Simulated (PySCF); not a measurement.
AlFH₃NO, SMILES [F][Al]([OH])[NH2]. Coordinates come from a TPSSh-D3(BJ)/def2-SVP optimisation. Other conformers were not sampled.

Computed equilibrium geometry at TPSSh-D3(BJ)/def2-SVP (PySCF confirms it by a frequency run) as a Z-matrix, and its point group (one conformer of several):
point group Cs.
```
Al
F 1 1.6698
O 1 1.7005 2 120.86
H 3 0.9633 1 124.26 2 0.00
N 1 1.7606 2 119.40 3 180.00
H 5 1.0157 1 125.03 2 0.00
H 5 1.0161 6 110.45 1 180.00
```
Charge 0, spin multiplicity 1.
